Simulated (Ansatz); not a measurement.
CH5AlGaN at its PBE0-D4/def2-TZVP geometry, where that method's forces vanish. The species carries charge 0 and has multiplicity 1. The bonds changed during the relaxation, so this is another structure than the one it started from.

```
atom   x (Å)   y (Å)   z (Å)
 Al1   0.885   1.184  -0.913
  C2   0.001   1.205   0.809
  N3  -0.163   0.029   0.336
 Ga4  -0.814  -1.710   0.421
  H5   2.430   0.830  -0.959
  H6   0.063   1.653  -2.185
  H7  -0.405   1.494   1.786
  H8  -2.193  -1.927  -0.262
  H9   0.196  -2.759   0.968
```

Task: For each bond, give half the difference of the two atoms' forces along it (eV/Å; positive pushes the atoms apart) under PBE-D4, r2SCAN-D4, B3LYP-D4, ωB97M-V in def2-TZVPP. (An estimate is asked.)

Result: The calculation gave: 
```
  bond  length (Å)  PBE-D4  r2SCAN-D4  B3LYP-D4  ωB97M-V
Al1–C2       1.936    0.21       0.07      0.18     0.14
Al1–N3       1.998    0.33       0.15      0.10     0.08
Al1–H5       1.585   -0.03      -0.04     -0.11    -0.11
Al1–H6       1.585   -0.03      -0.04     -0.11    -0.11
 C2–N3       1.278    0.43       0.26      0.07     0.25
 C2–H7       1.097    0.00      -0.05     -0.11    -0.16
N3–Ga4       1.858   -0.07      -0.09      0.11     0.00
Ga4–H8       1.555   -0.01      -0.09     -0.05    -0.11
Ga4–H9       1.555   -0.01      -0.09     -0.05    -0.10
```

B3LYP here is the variant with VWN-RPA as its local correlation; programs differ in this.

Program: Ansatz 0.2.0.
